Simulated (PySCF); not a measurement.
Method: PySCF with M06-2X/def2-TZVP // B3LYP-D3(BJ)/def2-SVP. All species are isolated molecules in the gas phase. 

Reference species (SMILES): `c12c(cccc1cc(s2)C)[SiH3]` (neutral, multiplicity 1).

The LUMO comes out as -0.21 eV. The HOMO–LUMO gap is 7.14 eV and the dipole moment is 1.65 D.

Changed species: `Cc1cc([SiH3])cc2sccc12`.

Question: Predict the effect on the LUMO, HOMO–LUMO gap and dipole moment.

Answer: the LUMO falls by 0.20 eV, to -0.41 eV; the HOMO–LUMO gap falls by 0.22 eV, to 6.92 eV; the dipole moment stays essentially unchanged.
